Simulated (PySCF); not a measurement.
# From computed data to an observable: chemical shift, span and skew from a shielding tensor

C₂H₅O₂, SMILES CC(=[OH+])O, charge +1. Atoms are numbered in the order given.

```xyz
9

C     -1.4104     0.1420     0.0839
C      0.0547    -0.0208    -0.0103
O      0.5565    -0.4071    -1.1173
O      0.8769     0.2304     0.9441
H     -1.6504     1.1885    -0.1855
H     -1.9094    -0.5152    -0.6408
H     -1.7730    -0.0478     1.1043
H      1.5372    -0.4607    -1.1134
H      0.4627     0.5219     1.7796
```
Charge +1, spin multiplicity 1.

The structure is a stationary point at B3LYP-D3(BJ)/def2-SVP. The isomer is the one that the SMILES or the coordinates give; other isomers of the formula were not compared. One conformer was computed; it need not be the lowest.

GIAO shieldings from PySCF with KT2/pcSseg-1, non-relativistic, no solvent. The symmetric part of the tensor of C1 has the principal values 145.3, 149.4, 190.0 ppm. The same nucleus in TMS has σ = 185.1 ppm at this level (PySCF, at its B3LYP-D3(BJ)/def2-TZVP geometry).

Q: Work out the isotropic shielding, the ¹³C shift against TMS, the span and the skew.

A: 
σ(iso) = (σ11 + σ22 + σ33)/3 = 161.6 ppm. δ = σ(ref) − σ(iso) = 185.1 − (161.6) = 23.5 ppm.
Span Ω = σ33 − σ11 = 44.7 ppm. Skew κ = 3(σ(iso) − σ22)/Ω = 0.82. Tumbling in solution averages the tensor to δ; in a static solid the shielding alone would spread this spin-1/2 line over Ω.
